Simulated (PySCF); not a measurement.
Computed properties of BCl2Br, SMILES B(Cl)(Cl)Br

BCl2Br, SMILES BrB(Cl)Cl. Geometry optimised at PBE0-D3(BJ)/def2-SVP. The values are those of a single conformer. All values are computed for the isolated molecule unless a solvent is named; none is compared with measurement here.

**Structure.** The optimised structure has C2v symmetry. All 6 harmonic modes at PBE0-D3(BJ)/def2-SVP (PySCF) are real, so it is a minimum. With heavy atoms numbered as in [B:1]([Cl:2])([Cl:3])[Br:4], the shortest bond between them is B1–Cl2 at 1.741 Å and the longest B1–Br4 at 1.901 Å.

**Vibrations.** The strongest infrared lines (harmonic, unscaled, degenerate partners summed) lie at 918 cm⁻¹ (363 km/mol, B 88 %, Cl 9 %), 996 cm⁻¹ (334 km/mol, B 85 %, Cl 15 %), 430 cm⁻¹ (4 km/mol, B 92 %). The softest mode is at 211 cm⁻¹ and the zero-point energy is 4.6 kcal/mol.

**Electronic structure.** B3LYP/def2-TZVPD (PySCF) places the frontier levels at -8.42 and -2.11 eV, a gap of 6.31 eV, and gives a dipole moment of 0.03 D and a mean polarisability of 64.2 bohr³.

**Excitations.** TDDFT-B3LYP/def2-SVPD (PySCF) has S1 at 5.06 eV (245 nm, f = 0.000, dark); the most intense of the 10 singlets computed lies at 6.14 eV (f = 0.14). T1 (TDA) is at 4.91 eV. No vertical singlet excitation falls in the visible range (under 3.1 eV).

**NMR.** GIAO shifts at KT2/pcSseg-2 (PySCF) (non-relativistic, atoms alike by connectivity averaged): ¹¹B at 43.9 ppm against BF3. Without spin–orbit terms, shifts of atoms bonded to Cl or Br come out too high.
